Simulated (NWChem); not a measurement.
tin monoxide (SnO, singlet); SMILES [O]=[Sn]

Computed with NWChem. Low-valent species are run as closed-shell singlets; no triplet was tried in these runs. Geometry: optimised at PBE0/def2-SVP. def2 effective core potentials on Sn; no spin-orbit coupling. Vertical excitations in the gas phase; the lowest state need not have the same character in each row.

For level LRC-wPBEh/def2-SVPD, full TDDFT:

```yaml
lowest excitation, singlet (eV): 3.74
lowest state with f > 0.02, singlet (eV): 3.98
orbital gap (eV): 8.85
```

How do the values read with level B3LYP/def2-SVPD, full TDDFT instead?

The lowest excitation, singlet (eV) comes out as 3.56, the lowest state with f > 0.02, singlet (eV) is 3.88 and the orbital gap (eV) is 4.99.
